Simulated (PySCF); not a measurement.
## Chromium: a sound run and one with changed settings

Sound run: Cr [Ar] 3d5 4s1, Cr⁺ [Ar] 3d5. All numbers are calculated (PySCF 2.14, the non-relativistic Hamiltonian (point nucleus), in 6-31G* (5s4p2d1f, 34 functions)). In the sound run the correlated levels freeze [Ar]. The sound run starts from symmetry-adapted Hartree-Fock orbitals and uses a fine grid where one is needed.

Changed run: the spin-free X2C one-electron Hamiltonian (Gaussian nucleus). This setting is unsound on purpose.

```json
{"species": "Cr", "method": "UHF", "sound run (hartree)": "-1043.18943", "changed run (hartree)": "-1048.48177", "converged": "yes"}
{"species": "Cr", "method": "M06-L", "sound run (hartree)": "-1044.18599", "changed run (hartree)": "-1049.47861", "converged": "yes"}
{"species": "Cr", "method": "B3LYP", "sound run (hartree)": "-1044.27543", "changed run (hartree)": "-1049.56719", "converged": "yes"}
{"species": "Cr", "method": "MP2", "sound run (hartree)": "-1043.24531", "changed run (hartree)": "-1048.53777", "converged": "yes"}
{"species": "Cr⁺", "method": "UHF", "sound run (hartree)": "-1042.98882", "changed run (hartree)": "-1048.27900", "converged": "yes"}
{"species": "Cr⁺", "method": "M06-L", "sound run (hartree)": "-1043.99415", "changed run (hartree)": "-1049.28417", "converged": "yes"}
{"species": "Cr⁺", "method": "B3LYP", "sound run (hartree)": "-1044.04744", "changed run (hartree)": "-1049.33679", "converged": "yes"}
{"species": "Cr⁺", "method": "MP2", "sound run (hartree)": "-1043.03789", "changed run (hartree)": "-1048.32815", "converged": "yes"}
```

Ionisation energy of Cr:

```json
{"method": "UHF", "sound run (eV)": "5.459", "changed run (eV)": "5.518"}
{"method": "M06-L", "sound run (eV)": "5.220", "changed run (eV)": "5.291"}
{"method": "B3LYP", "sound run (eV)": "6.204", "changed run (eV)": "6.270"}
{"method": "MP2", "sound run (eV)": "5.644", "changed run (eV)": "5.704"}
{"method": "SCS-MP2", "sound run (eV)": "5.521", "changed run (eV)": "5.580"}
```

Most of the change in total energy is the relativistic energy itself. On top of that the contraction fixes the core shape for the Hamiltonian it was made with, so the changed run is not a good calculation with the other Hamiltonian either.

For comparison, NIST gives 6.767 eV between the lowest levels.
